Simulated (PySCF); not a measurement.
# Reading the logs of faulty runs: BCH7OSi

These are calculations, not measurements. They come from PySCF 2.14.0, an open-source quantum chemistry program, on an isolated molecule that a program drew, which may never have been made. The molecule is BCH7OSi (charge 0, singlet), drawn as the SMILES string `CB[SiH2]O`.

Each row is a Hartree-Fock (HF) and frozen-core CCSD(T) single point in the cc-pV(D+d)Z basis, meant for a local HF minimum. Run 1 is clean. Each other run has one planted mistake out of seven kinds, and not every kind appears here: one electron removed, one electron added, multiplicity raised by two, geometry at a saddle point, minimal basis STO-3G, one bond length entered in bohr, all coordinates scaled. The reference is restricted for singlets and unrestricted otherwise, and also for a bond in bohr. Adding or removing an electron swaps singlet and doublet. Electrons count all cores. HOMO and LUMO are orbital energies over both spins, the gradient is its largest component, and the lowest frequency (negative if imaginary) is given only where the gradient is small. Bond lengths are over the 10 bonds as drawn. T1 is the CCSD diagnostic: over 0.02 (restricted) or 0.045 (unrestricted) a single reference is doubtful.

Geometry of the clean run:
```xyz
11
BCH7OSi, angstrom
C     1.1747   -1.6057    0.7953
B    -0.3329   -1.3176    0.4331
Si   -1.1929   -2.0417   -1.2625
O    -2.7024   -1.3845   -1.4714
H     1.6644   -2.3845    0.2067
H     1.7170   -0.6655    0.6110
H     1.3092   -1.8209    1.8597
H    -0.9690   -0.6260    1.1848
H    -0.3415   -1.7512   -2.4495
H    -1.2850   -3.5266   -1.1784
H    -3.2066   -1.6397   -2.2288
```

```
run,electrons,basis functions,<S^2>,HOMO (eV),LUMO (eV),gradient (hartree/bohr),lowest frequency (cm^-1),mean bond (Å),longest bond (Å),T1,HF (hartree),CCSD(T) (hartree),mistake
1,40,100,0.000,-10.68,1.97,1.2e-05,38,1.3686,2.034,0.0110,-430.45502,-431.03679,no fault
2,40,100,0.818,-8.46,1.31,1.2e-02,-,1.5012,2.816,0.0412,-430.34620,-430.92068,one bond length entered in bohr
3,40,31,0.000,-8.77,6.58,5.1e-02,-,1.3686,2.034,0.0078,-425.28985,-425.50010,?
4,39,100,0.760,-17.60,-8.18,8.9e-02,-,1.3686,2.034,0.0209,-430.10859,-430.67226,?
```

**Which mistake was planted in run 3, and what did it cost?**

It has 31 basis functions where the clean run has 100, with the same electrons and geometry. So the mistake is: minimal basis STO-3G. Subtracting run 1 and multiplying by 627.51 kcal/mol a hartree, the energy moved by 3241.2 kcal/mol in HF and 3474.3 kcal/mol in CCSD(T).

**Which mistake was planted in run 4, and what did it cost?**

It counts 39 electrons, one fewer than the clean run, at the same geometry and basis. So the mistake is: one electron removed. Subtracting run 1 and multiplying by 627.51 kcal/mol a hartree, the energy moved by 217.4 kcal/mol in HF and 228.7 kcal/mol in CCSD(T).

